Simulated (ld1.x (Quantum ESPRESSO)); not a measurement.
rhodium, ultrasoft: configuration errors across variants

* Element: Rh (Z = 45)
* Generator: ld1.x (Quantum ESPRESSO) 7.5
* Type: ultrasoft
* Functional: revPBE
* Relativity: scalar-relativistic
* Frozen core: [Kr]
* Valence charge: 9
* Reference configuration: 4d6 5s0 5p0 (charge +3)
* Partial waves: 5s (bound, empty): rcut 1.70, rcutus 2.30 bohr; 5s channel at 2 Ry: rcut 1.70, rcutus 2.30 bohr; 5p (bound, empty): rcut 1.80, rcutus 2.35 bohr; 5p channel at -0.65 Ry: rcut 1.80, rcutus 2.35 bohr; 4d (bound): rcut 1.20, rcutus 1.65 bohr; 4d channel at -1.75 Ry: rcut 1.20, rcutus 1.65 bohr
* Local potential: all-electron potential smoothed inside 1.55 bohr (lloc = -2)
* Core correction: a·sin(br)/r model core inside 1.05 bohr
* Augmentation charge: built from norm-conserving waves at rcut, not smoothed further

All-electron excitation energies from the reference (eV): (1) 4d8 5s1 5p0 -59.180; (2) 4d8 5s0 5p0 -51.851; (3) 4d7 5s0 5p0 -32.427; (4) 4d8.5 5s0.5 5p0 -59.833; (5) 4d8 5s0 5p1 -55.617; (6) 4d7 5s1 5p1 -52.537; (7) 4d8 5s0.5 5p0 -56.322.

A true bound ghost makes a file unfit for plane-wave use even where its test errors are small: the radial tests pick states by their node count and pass the ghost by. Where a test does run into it, the solver fails or the error is huge.

Errors AE − PS in meV (a dash: test not solved or not reliable):

```csv
change,(1),(2),(3),(4),(5),(6),(7),bound ghosts
base,-303,-354,-123,-408,-301,-97,-329,p
"waves 4d (bound): rcut 1.06, rcutus 1.12 bohr; 4d channel at -1.75 Ry: rcut 1.06, rcutus 1.12 bohr",-301,-351,-122,-406,-299,-96,-327,p
"waves 4d (bound): rcut 1.20, rcutus 1.32 bohr; 4d channel at -1.75 Ry: rcut 1.20, rcutus 1.32 bohr",-300,-350,-121,-405,-298,-96,-326,p
"waves 4d (bound): rcut 1.20, rcutus 1.58 bohr; 4d channel at -1.75 Ry: rcut 1.20, rcutus 1.58 bohr",-302,-352,-122,-407,-300,-97,-327,p
"waves 4d (bound): rcut 1.20, rcutus 1.90 bohr; 4d channel at -1.75 Ry: rcut 1.20, rcutus 1.90 bohr",-302,-352,-122,-407,-300,-96,-327,p
"waves 4d (bound): rcut 1.20, rcutus 2.38 bohr; 4d channel at -1.75 Ry: rcut 1.20, rcutus 2.38 bohr",–,–,–,–,–,–,–,p
```

(1) Give the same row for: waves 4d (bound): rcut 1.20, rcutus 2.16 bohr; 4d channel at -1.75 Ry: rcut 1.20, rcutus 2.16 bohr.

Results:

(1) -313, -369, -129, –, -314, -100, -341; bound ghosts: p. Not counted: 4d8.5 5s0.5 5p0 (solver errors, printed error -568 eV).
